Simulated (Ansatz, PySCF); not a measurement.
Molecule: CH3Te, net charge 0, doublet state. It need not be the lowest isomer of its formula. 
Geometry from a B3LYP-D3(BJ)/def2-TZVP (Ansatz, a program for electronic structure) optimisation:
```
C
H 1 1.0858
H 1 1.0858 2 111.46
H 1 1.0897 2 109.58 3 -121.46
Te 1 2.1607 2 109.81 4 -116.62
```
Charge 0, spin multiplicity 2.

Property: atomisation energy (electronic, to ground-state atoms), in kJ/mol. Correlated levels leave the core frozen unless marked. Open shells are spin-unrestricted. No spin-orbit coupling. Frozen are the shells of the preceding noble gas and the d and f shells that filled before the atom's block. Past Kr the def2 sets carry scalar-relativistic core potentials. STO-3G rows are all-electron and non-relativistic. The coupled-cluster limit lacks core correlation, which all-electron functionals hold. CBS(X,Y): correlation extrapolated as X^-3; Hartree-Fock from the larger set. [CCSD(T)-MP2]/basis is that difference in the basis named.

```tsv
level	program	atomisation energy (kJ/mol)
HF/def2-SVPD	Ansatz	1122.7
HF-D3(BJ)/def2-TZVPD	PySCF + dftd3	1183.6
```

### Question
What does RI-MP2/CBS(def2-TZVPPD,def2-QZVPPD)+[CCSD(T)-MP2]/def2-TZVPPD (Ansatz) give?

### Answer
1522.8 kJ/mol
